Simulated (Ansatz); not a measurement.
Computed with Ansatz on PBE0-D4/def2-TZVP structures; ΔE is electronic, products minus reactants. CCSD(T)/CBS adds triple-zeta CCSD(T) − MP2 to the extrapolated MP2 energy (def2 sets, frozen cores). This one scheme is used for every species. DFT in def2-TZVPP. B3LYP here is the variant with VWN-RPA as its local correlation; programs differ in this. For Ge outer-core shells are correlated without core-valence functions, which leaves a few kJ/mol of doubt a bond. Scalar relativity is left out up to krypton. Each species was taken in one conformer, which may not be the lowest.

Consider the formal exchange of groups at a C–C bond: `C=C[CH2][GeH2][F]` + GeH₄ → `[F][GeH2][CH2][GeH3]` + `C=C`.

`C=C[CH2][GeH2][F]`:

Cartesian coordinates in Å:
```
C 1.021 0.648 -1.702
C -0.033 0.645 -0.896
C 0.026 0.593 0.589
Ge -0.598 -1.133 1.265
F -2.246 -1.293 0.703
H 2.035 0.638 -1.313
H 0.907 0.664 -2.779
H -1.030 0.654 -1.331
H 1.044 0.749 0.956
H -0.618 1.352 1.043
H 0.168 -2.322 0.663
H -0.676 -1.195 2.800
```

GeH₄:

Cartesian coordinates in Å:
```
Ge 0.000 0.000 0.000
H -1.515 0.108 0.213
H 0.298 -0.117 -1.500
H 0.531 -1.243 0.725
H 0.686 1.252 0.561
```

`[F][GeH2][CH2][GeH3]`:

Z-matrix (Å, degrees):
```
Ge
C 1 1.935
F 1 1.748 2 107.1
H 1 1.537 2 112.9 3 115.8
H 1 1.537 2 112.9 3 -115.8
Ge 2 1.960 1 114.2 3 -179.7
H 2 1.092 1 108.5 3 58.8
H 2 1.092 1 108.4 3 -58.2
H 6 1.538 2 109.8 1 60.1
H 6 1.538 2 109.9 1 -59.5
H 6 1.537 2 109.9 1 -179.7
```

`C=C`:

Z-matrix (Å, degrees):
```
C
C 1 1.323
H 1 1.085 2 121.7
H 1 1.085 2 121.7 3 -180.0
H 2 1.085 1 121.7 3 -0.0
H 2 1.085 1 121.7 3 -180.0
```

```tsv
level	ΔE (eV)
B3LYP-D4	-0.16
ωB97M-V	-0.20
B2PLYP	-0.21
r2SCAN	-0.17
CCSD(T)/def2-TZVPP	-0.25
SCS-MP2/def2-QZVPP	-0.25
HF/CBS(def2)	-0.21
CCSD/CBS(def2)	-0.26
```

**Question.** What does CCSD(T)/CBS give? (An estimate is asked.)

**Answer.** Computed: -0.26 eV. The listed levels differ from it by 0.10, 0.06, 0.05, 0.09, 0.01, 0.01, 0.05, 0.00 eV.

Largest T1 diagnostic among the species: 0.012.

In def2-TZVPP, CCSD(T) changes the Hartree–Fock value by −0.04 eV (the triples alone add +0.00 eV) and MP2 by −0.05 eV.
